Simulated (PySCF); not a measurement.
# Worked example: entropy of an ideal gas

Si(F)2(Me)(NH2) (CH5F2NSi), SMILES C[Si](N)(F)F.

Coordinates come from a PBE0-D3(BJ)/def2-SVP optimisation. The structure was generated by enumeration, and PubChem lists no compound with its InChIKey, so it may never have been made. One conformer was computed; it need not be the lowest.

PBE0-D3(BJ)/def2-SVP in PySCF gives the harmonic wavenumbers 113, 133, 200, 242, 292, 337, 343, 373, 681, 737, 778, 803, 894, 955, 975, 1281, 1426, 1427, 1537, 3069, 3171, 3182, 3628, 3730 cm⁻¹ and the rotational temperatures 0.1818, 0.1742, 0.1636 K. The molar mass is 97.14 g/mol, the symmetry number 1, the spin multiplicity 1.

Question: Work out the entropy at 298.15 K and 1 atm in the rigid-rotor, harmonic-oscillator model.

Answer: 
Translation (Sackur–Tetrode at 1 atm): S = R[1.5 ln M + 2.5 ln T − 1.16487] = 165.8 J/(mol K).
Rotation: q = (√π/σ) T^1.5/√(θA θB θC) = 127000, S = R[ln q + 3/2] = 110.2 J/(mol K).
Vibration: with u = 1.4388 ν/T, each mode gives R[u/(e^u − 1) − ln(1 − e^−u)]:
```csv
ν (cm⁻¹),modes,u,S (J/(mol K))
113,1,0.55,13.46
133,1,0.64,12.14
200,1,0.97,8.92
242,1,1.17,7.48
292,1,1.41,6.12
337,1,1.63,5.13
343,1,1.66,5.01
373,1,1.80,4.47
681,1,3.29,1.38
737,1,3.56,1.11
778,1,3.75,0.95
803,1,3.88,0.86
894,1,4.31,0.60
955,1,4.61,0.47
975,1,4.71,0.43
1281,1,6.18,0.12
1426,1,6.88,0.07
1427,1,6.89,0.07
1537,1,7.42,0.04
```
The stiffer modes add less than 0.005 each. Sum 68.8 J/(mol K).
Spin: R ln 1 = 0.0 J/(mol K).
Total 344.8 J/(mol K); the program's own thermochemistry gives 344.8. Translation makes up 48 % and vibration 20 %. Anharmonicity, hindered rotation and orbital degeneracy are left out.
